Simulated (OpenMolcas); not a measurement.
# Ti2+: ligand-field states by method

Ti2+ with 6 ligands (fluoride) in octahedral coordination (Oh) at 2.03 Å. A charge of +0.667 e stands 3.2 Å behind each ligand. Ligand basis ANO-RCC-VDZP.
```
Ti    0.0000    0.0000    0.0000
F     2.0300    0.0000    0.0000
F     0.0000    2.0300    0.0000
F    -2.0300    0.0000    0.0000
F     0.0000   -2.0300    0.0000
F     0.0000    0.0000    2.0300
F     0.0000    0.0000   -2.0300
```

```yaml
Program: OpenMolcas 26.06
Basis: ANO-RCC-VTZP [6s5p3d2f1g]
Scalar_Hamiltonian: DKH2, point nucleus
Active_space: 2 electrons in 5 orbitals (3d)
State_averaging: 2S+1 = 3 even, 10 roots; 2S+1 = 1 even, 15 roots
Spin-orbit_coupling: RASSI with atomic mean-field integrals over the reference wave functions
```

I. CASSCF
II. SS-CASPT2, IPEA 0.25 Eh, imaginary shift 0.1 Eh (closed shells correlated: 3s 3p and the ligand valence shells)

Spin-free states (labels of O, the rotations of Oh) in cm-1, each column counted from its own energy of the first state listed:

| State | Degeneracy | I | II |
| --- | --- | --- | --- |
| 3T1 | 3 | 0 | 0 |
| 1T2 | 3 | 11935 | 8960 |
| 1E | 2 | 12058 | 9420 |
| 3T2 | 3 | 12540 | 13050 |
| 3T1 | 3 | 24098 | 21910 |
| 1A1 | 1 | 24327 | 18890 |
| 1T2 | 3 | 26548 | 23550 |
| 3A2 | 1 | 26779 | 27500 |
| 1T1 | 3 | 29057 | 26120 |
| 1E | 2 | 40648 | 37590 |
| 1A1 | 1 | 58128 | 49750 |

From I to II, I's first state of the same spin (3T2) moves from 12540 to 13050 cm-1, by about +510 cm-1.

From I to II, I's first state of another spin (1T2) moves from 11935 to 8960 cm-1, by about -3000 cm-1.

I: A least-squares ligand-field fit to the states below 45000 cm-1, each weighted by its degeneracy and with a free common offset, gives 10Dq = 14243 cm-1, B = 852 cm-1 and C = 3159 cm-1 (C/B = 3.71), with an rms deviation of 152 cm-1. The same method and metal basis give the free ion B = 891 cm-1 (fit to its terms below 60000 cm-1, rms deviation 68 cm-1), so the nephelauxetic ratio is β = 852 / 891 = 0.96; it hangs on how both fits weigh the states, and computed free-ion B values tend to be too large, so β mixes covalency with correlation.

II: A least-squares ligand-field fit to the states below 45000 cm-1, each weighted by its degeneracy and with a free common offset, gives 10Dq = 14390 cm-1, B = 674 cm-1 and C = 2297 cm-1 (C/B = 3.41), with an rms deviation of 187 cm-1. The same method and metal basis give the free ion B = 791 cm-1 (fit to its terms below 60000 cm-1, rms deviation 557 cm-1), so the nephelauxetic ratio is β = 674 / 791 = 0.85; it hangs on how both fits weigh the states, and computed free-ion B values tend to be too large, so β mixes covalency with correlation.

From I to II, 10Dq changes by +1 %, B by -21 % and C by -27 %.

χT at 300 K: I 1.08, II 1.08 cm3 K/mol.

Roots that are degenerate in the reference are averaged as groups; the widest CASPT2 spread within a group is 45 cm-1 (the 3-fold group of multiplicity 1 near 23600 cm-1 above the lowest state of its run, II). Shifts and gaps below about the spread of the groups concerned are not significant. Over all roots computed the reference weight is 0.70 to 0.72 in II; a low but even weight reflects the number of correlated electrons. An orbital triplet at a regular site is open to Jahn-Teller coupling, which can distort the site and quench the lowest spin-orbit gaps and is left out. Ligand-to-metal charge-transfer states are missing. With no ligand orbital active B as a rule stays too high, so bands that hang on it stand too high and its fall with covalency is understated. Without dynamic correlation the repulsion within the d shell is too large (B by tens of per cent), so at a given field states of lower spin stand too high (holds for I). With metal d orbitals alone and no dynamic correlation the field as a rule comes out too small, by tens of per cent, by up to half for chloride and softer ligands (holds for I). With one d shell and no ligand orbital active, 10Dq can be off by tens of per cent for divalent 3d ions, low with halides held by bare charges and at times high in hosts (holds for II). Free-ion shares, where given, are those of the reference states; single-state CASPT2 does not remix them (holds for II). The distance lies 6 % under the 2.17 Å that this model takes as the normal distance (a Shannon-type radius plus a fixed donor radius); by an R⁻⁵ law this alone changes a d-shell field by about +40 %. No measured value stands beside these numbers; the geometry was imposed, not optimised, and the real ion may take another.
